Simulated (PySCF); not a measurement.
H4HfO4, charge -1, doublet, at a GFN2-xTB geometry (such geometries of metal compounds can be far from the true shape) (the multiplicity is a formal guess) (core potentials on Hf) (in this run its highest filled SCF level lies above zero, so its values depend strongly on the basis, on diffuse functions most of all). Base run: BLYP/def2-SVP run with PySCF.

The PySCF input:
```python
from pyscf import gto, scf, dft

mol = gto.Mole()
mol.atom = '''
    Hf   -0.00000000    0.00000000   -0.00000000
    O     1.86824430    0.33811420   -0.28908161
    H     1.71818795    0.98809181   -0.98506148
    O     0.22989531   -0.32287162    1.87912965
    H     1.19165090   -0.26527537    1.84619568
    O    -0.54748506    1.11112594   -1.46761215
    H    -1.31431976    0.56973815   -1.68724728
    O    -1.55065456   -1.12636852   -0.12243589
    H    -1.59551909   -1.29255459    0.82611309
'''
mol.basis = 'def2-svp'
mol.ecp = {'Hf': 'def2-svp'}
mol.charge = -1
mol.spin = 1
mol.verbose = 4
mol.build()

mf = dft.UKS(mol)
mf.xc = 'blyp'
mf.kernel()
mf.analyze()
```

Each row names what was changed in the base input (with any setting that the change needs).

```json
[
 {"change": "base", "ΔE vs base (mEh)": "0.000", "outcome": "converged"},
 {"change": "auxbasis = cc-pvtz-ri", "ΔE vs base (mEh)": "-", "outcome": "input refused"},
 {"change": "auxbasis = even-tempered beta=1.6", "ΔE vs base (mEh)": "-0.005", "outcome": "converged"},
 {"change": "auxbasis = even-tempered beta=3.0", "ΔE vs base (mEh)": "-14.887", "outcome": "converged"},
 {"change": "auxbasis = default (with mf = mf.density_fit())", "ΔE vs base (mEh)": "-0.259", "outcome": "converged"},
 {"change": "auxbasis = cc-pvtz-jkfit", "ΔE vs base (mEh)": "-", "outcome": "input refused"},
 {"change": "auxbasis = def2-svp-ri", "ΔE vs base (mEh)": "-", "outcome": "input refused"},
 {"change": "auxbasis = cc-pvqz-jkfit", "ΔE vs base (mEh)": "-", "outcome": "input refused"},
 {"change": "auxbasis = def2-universal-jfit", "ΔE vs base (mEh)": "-0.259", "outcome": "converged"},
 {"change": "auxbasis = cc-pvdz-jkfit", "ΔE vs base (mEh)": "-", "outcome": "input refused"}
]
```

A fitting set is made for a task (jfit for Coulomb, jkfit for Coulomb and exchange, ri for correlation) and for a family of orbital bases.

Open shells are given as the SCF converged; they aren't shown to be the lowest states, and a large step between rows can be another state.

- auxbasis = cc-pvtz-ri: ended with `pyscf.lib.exceptions.BasisNotFoundError: Basis set not found for Hf in cc-pvtz-ri`
- auxbasis = cc-pvtz-jkfit: ended with `pyscf.lib.exceptions.BasisNotFoundError: Basis set not found for Hf in cc-pvtz-jkfit`
- auxbasis = def2-svp-ri: ended with `pyscf.lib.exceptions.BasisNotFoundError: Basis set not found for Hf in def2-svp-ri`
